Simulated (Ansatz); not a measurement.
A structure relaxed at B3LYP-D4/def2-SVP in Ansatz, charge 0, singlet:

```xyz
8

Al    1.0553   -0.9203   -0.1297
F     2.0022   -0.0753   -1.2075
F     0.1988   -2.2241   -0.7116
F     1.5489   -0.9679    1.4598
P    -0.8298    0.7221    0.1011
H    -1.5314    1.0941   -1.0702
H    -0.5274    2.0026    0.6223
H    -1.9166    0.3688    0.9358
```

(1) Give its formula, name or SMILES and point group.

(2) Summarise the bond lengths by kind (pairs closer than 1.2 times the sum of covalent radii, bridged metal pairs left out).

Answers

(1) Al(PH3)F3 (AlPH₃F₃). Point group C3v (tolerance 0.1 Å).

(2) 3 × Al–F 1.66 to 1.67 Å; 1 × Al–P 2.51 Å; 3 × H–P 1.42 Å.
